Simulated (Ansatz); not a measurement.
Reaction (hydrogenolysis of the Si–Cl bond): `[OH][GeH2][SiH](O)Cl` + H₂ → `O[SiH2][GeH2][OH]` + HCl

Computed with Ansatz on PBE0-D4/def2-TZVP structures; ΔE is electronic, products minus reactants. CBS: MP2 limit from def2 TZ/QZ plus the TZ coupled-cluster correction, frozen cores. This one scheme is used for every species. DFT in def2-TZVPP. For Ge outer-core shells are correlated without core-valence functions, which leaves a few kJ/mol of doubt a bond. Scalar relativity is left out up to krypton. One conformer a species, not always the lowest.

```json
{"level": "B97M-V", "ΔE (eV)": "1.03"}
{"level": "r2SCANh-D4", "ΔE (eV)": "1.08"}
{"level": "r2SCAN0-D4", "ΔE (eV)": "1.06"}
{"level": "BHLYP-D4", "ΔE (eV)": "1.01"}
```

Problem. What does CCSD(T)/CBS give? (Estimate.)

Solution. The calculation gave: +1.03 eV. The listed levels differ from it by 0.00, 0.05, 0.03, -0.02 eV.

Problem. What do rigid-rotor, harmonic-oscillator terms from PBE0-D4/def2-TZVP frequencies (298.15 K, 1 bar) make of the CCSD(T)/CBS value? (Estimate.)

Solution. The calculation gave: ΔZPE = +0.06 eV, ΔH = +1.07 eV, ΔS = 36 J/(mol·K), ΔG = +0.96 eV. Modes under 50 cm⁻¹ make the entropy rough.

Largest T1 diagnostic among the species: 0.012.

The D4 term adds +0.11 eV with B3LYP and +0.06 eV with PBE0; it sums over pairs of atoms, weighted by their polarisabilities, and B3LYP, whose exchange is more repulsive, gets the larger term. In def2-TZVPP, CCSD(T) changes the Hartree–Fock value by +0.17 eV (the triples alone add +0.05 eV) and MP2 by +0.28 eV. Leaving LDA and LC-ωPBE aside and taking each functional with its dispersion term where it has one, the values, not all of them listed here, spread over 0.12 eV, from B2PLYP to r2SCAN-D4. LDA lies +0.10 eV from PBE without D4.

B3LYP here is the variant with VWN-RPA as its local correlation; programs differ in this.
